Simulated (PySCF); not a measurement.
## Bond length, frequency and bond energy of SrBi⁻ by level of theory

State: ³Π (triplet), unpaired electrons σ ↑, π ↑. Set-up: basis Sr def2-SVPD with ECP28, Bi def2-SVPD with ECP60; scalar-relativistic core potentials; PySCF 2.14. De refers to Sr + Bi⁻ in their high-spin ground configurations, without counterpoise correction. The functionals are run spin-unrestricted. A positive dipole points towards Bi; it is taken about the centre of mass and depends on that origin.

```tsv
Level	Re (Å)	ωe (cm⁻¹)	De (eV)	μ (D)	CPU s a point (SCF and correlation, without the integrals)
PBE	3.174	127	n/a	2.03	0.55
r²SCAN	3.174	129	n/a	2.00	0.78
TPSSh	3.171	130	n/a	2.16	0.87
r²SCANh	3.175	128	n/a	1.95	0.89
PBE0	3.170	128	n/a	2.02	1
MN15	3.204	115	n/a	1.86	0.81
LC-ωPBE	3.149	128	n/a	1.70	0.94
```

Spin–orbit coupling is left out, which matters for elements this heavy, above all for dissociation energies. The highest Kohn–Sham level is positive in this anion. Much of that is self-interaction error, but it also means that the finite basis helps to hold the extra electron. The state is the lowest determinant that a PBE0 search found; another state may lie lower at other levels.

The whole job (state search and all levels along the bond) took about 2.2 min on 1 thread of Intel Xeon 6975P-C (shared host), peak memory 0.86 GiB.
